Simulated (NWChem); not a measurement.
# CHO$_{2}$, doublet; SMILES [O]C=O

```xyz
4

O     -1.1431     0.0000    -0.1253
C      0.0057     0.0000     0.2148
O      1.1739     0.0000    -0.2042
H      0.2076     0.0000     1.3716
```
Atoms are numbered in this order, from 1.

Program: NWChem. Geometry optimised at PBE0/def2-SVP; all other runs use it. Pople sets run with spherical d functions. Spin-unrestricted. Vzz has the sign of the potential's second derivative. Excited states of an open shell can be spin-contaminated.

```
quantity                                                    level  value
-------------------------------------------  --------------------  -----
vertical, lowest excitation (eV)             B3LYP/def2-SVPD, TDA   1.63
A(iso) 17O atom 3 (MHz)                           CAM-B3LYP/pcJ-1  -32.7
solvation free energy (kcal/mol) in acetone    M05-2X/6-31G*, SMD   -4.9
Vzz O3 (a.u.)                                          PBE/6-31G*      …
charge (e), Mulliken O1                            B3LYP/def2-SVP      …
dipole (D)                                          PBE0/def2-SVP   1.64
highest harmonic frequency (cm⁻¹)                   PBE0/def2-SVP      …
```

### Question
Fill in the missing entries.

### Answer

- Vzz O3 (a.u.), value: 0.987
- charge (e), Mulliken O1, value: -0.17
- highest harmonic frequency (cm⁻¹), value: 2355
